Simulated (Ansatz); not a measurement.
Process, species as SMILES: CC(C)CO -> C(O)[C](C)C + H atom (the C-H bond breaks)

Quantity: bond dissociation energy (electronic), in kcal/mol. Set-up: LANL2DZ all-electron up to Ne; 6-31G* and kin with 6d, 5d where marked; frozen cores in correlated levels; non-relativistic; 6-311+G** with 5d; dispersion terms only where a functional's name holds one; spin-orbit terms left out; UHF or UKS for open shells. CBS marks a two-point X^-3 extrapolation of the correlation energy; Hartree-Fock from the larger set. First-principles rows: single points at B3LYP-D3(BJ) geometries (Ansatz, an electronic-structure program).

Coupled cluster (Ansatz) is a level with limits of its own, used here on species with T1 under 0.025 (0.045 for open shells) and stable references: CCSD(T)/CBS(cc-pVTZ,cc-pVQZ).

Value to compare with, CCSD(T)/CBS(cc-pVTZ,cc-pVQZ) (Ansatz): 105.7 kcal/mol.

```csv
level,program,bond dissociation energy (electronic) (kcal/mol),difference
B3LYP/STO-3G,Ansatz,129.0,23.3
B3LYP/3-21G,Ansatz,105.5,-0.2
B3LYP/LANL2DZ,Ansatz,102.4,-3.3
B3LYP/6-31G,Ansatz,101.4,-4.3
B3LYP/6-31G*,Ansatz,101.6,-4.1
B3LYP/6-31+G*,Ansatz,101.0,-4.7
B3LYP/6-31G**,Ansatz,102.4,-3.3
B3LYP/def2-SVP,Ansatz,100.2,-5.5
B3LYP/cc-pVDZ,Ansatz,100.0,-5.7
B3LYP/6-311+G**,Ansatz,100.7,-5.0
B3LYP/def2-TZVPD,Ansatz,100.3,-5.4
```

Among the 10 habitual levels, B3LYP/STO-3G lies farthest from CCSD(T)/CBS(cc-pVTZ,cc-pVQZ) (Ansatz) (23.3 kcal/mol) and B3LYP/3-21G nearest (-0.2); 1 of 10 lie above it, and their mean absolute difference is 5.9 kcal/mol, the median 4.5. One case shows no general order.

The sets are all those run for this method; left out are runs that failed, that the program found above a lower state of the same kind, or whose <S^2> lies over 0.5 above the pure value.
